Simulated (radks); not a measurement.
Numerical settings for the thulium ion Tm3+, [Xe] 4f12. Calculated with a radial shooting solver on a logarithmic mesh with Libxc functionals: Dirac Kohn-Sham, PBE, spin-unpolarised, spherical densities, finite nucleus; open shells fill j = l - 1/2 first; Fermi nuclear charge, rms radius 5.2256 fm. The defaults (mesh step 0.008 in ln r, mesh end at 40 bohr or more with all orbitals vanishing there, Anderson mixing 0.5 over 9 steps, residual threshold near 1e-9 with the energy settled to 1e-9 hartree or 1e-11 of itself, here a cap of 77 iterations) give E = -13579.0794 hartree and 4f7/2 at -35.061 eV in 15 iterations. Times are rough (one thread of a shared host). Changes against that run (0 stands for a change within the tolerance of the run):

setting,iterations,converged,E (mhartree),e(4f7/2) (meV),CPU (s)
mesh step in ln r 0.05,15,yes,-0.0411,-0.0574,0.05
mesh step in ln r 0.08,2,no,diverged,-,0.02
mesh step in ln r 0.03,15,yes,0,0,0.07
mesh end (bohr) 2,14,yes,+5.38e+03,+2.87e+04,0.17
mesh end (bohr) 3,15,yes,+260,+3.38e+03,0.18
residual threshold 0.01,11,yes,0,+0.0817,0.17
residual threshold 1e-13,23,yes,0,0,0.26
mixing 1.5,14,yes,0,0,0.19
"linear mixing, mixing 0.2",77,no,0,0,0.67
"linear mixing, mixing 0.5",42,yes,0,0,0.41
mixing history 20,21,yes,0,0,0.25
iteration cap 2,2,no,+4.6e+03,-6.06e+04,0.04

Settings that end as converged yet miss the energy by more than 1 mhartree: mesh end (bohr) 2 (+5.38 hartree); mesh end (bohr) 3 (+0.26 hartree). A mesh that ends early acts as a hard wall.
